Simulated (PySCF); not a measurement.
## A survey of $^{15}$N NMR shifts

How the numbers were obtained: NMR shieldings at PBE0/pcSseg-1/GIAO, coordinates at the GFN2-xTB level, in PySCF 2.14.0 with density-fitted response routines (relativity neglected, one averaged value for each set of equivalent atoms, one computed conformer, no solvent).

Shieldings were converted by a linear fit to measured shifts: $^{15}$N (scatter 6.3 ppm rms vs CH3NO2, solution or neat liquid). Occasional misses reach two or three times the rms, and more in compound classes unlike the fitted ones.

Problem. Give the $^{15}$N shifts of `CCCn1nc(C)c(F)n1`, `C/N=C\CN(C)[SiH2]S`, `CC[C@@H](C)n1ncc(F)n1`, `NCC1(N[SiH2]S)CC1`.

Solution. 
| compound | environment | δ (ppm) |
| --- | --- | --- |
| [CH3:1][CH2:2][CH2:3][n:4]1[n:5][c:6]([CH3:7])[c:8]([F:9])[n:10]1 | N5: pyridine-type nitrogen of an azole | -52.7 |
| [CH3:1][CH2:2][CH2:3][n:4]1[n:5][c:6]([CH3:7])[c:8]([F:9])[n:10]1 | N10: pyridine-type nitrogen of an azole | -91.1 |
| [CH3:1][CH2:2][CH2:3][n:4]1[n:5][c:6]([CH3:7])[c:8]([F:9])[n:10]1 | N4: pyrrole-type ring nitrogen | -158.9 |
| [CH3:1]/[N:2]=[CH:3]\[CH2:4][N:5]([CH3:6])[SiH2:7][SH:8] | N2: imine nitrogen | -32.1 |
| [CH3:1]/[N:2]=[CH:3]\[CH2:4][N:5]([CH3:6])[SiH2:7][SH:8] | N5: nitrogen bonded to 2 C, Si | -370.4 |
| [CH3:1][CH2:2][C@@H:3]([CH3:4])[n:5]1[n:6][cH:7][c:8]([F:9])[n:10]1 | N6: pyridine-type nitrogen of an azole | -52.5 |
| [CH3:1][CH2:2][C@@H:3]([CH3:4])[n:5]1[n:6][cH:7][c:8]([F:9])[n:10]1 | N10: pyridine-type nitrogen of an azole | -98.1 |
| [CH3:1][CH2:2][C@@H:3]([CH3:4])[n:5]1[n:6][cH:7][c:8]([F:9])[n:10]1 | N5: pyrrole-type ring nitrogen | -146.6 |
| [NH2:1][CH2:2][C:3]1([NH:4][SiH2:5][SH:6])[CH2:7][CH2:8]1 | N4: nitrogen bonded to C, Si, H | -355.6 |
| [NH2:1][CH2:2][C:3]1([NH:4][SiH2:5][SH:6])[CH2:7][CH2:8]1 | N1: amine nitrogen | -366.1 |

Problem. Order these by $^{15}$N shift, lowest first.
A. CC(=O)c1cnccc1O
B. C/N=C/C=C/C(C)=S
C. C=CC(=O)NCCC#CC

Solution. C (-268.2 ppm, amide-type nitrogen), A (-90.9 ppm, pyridine-type ring nitrogen), B (-7.5 ppm, imine nitrogen).
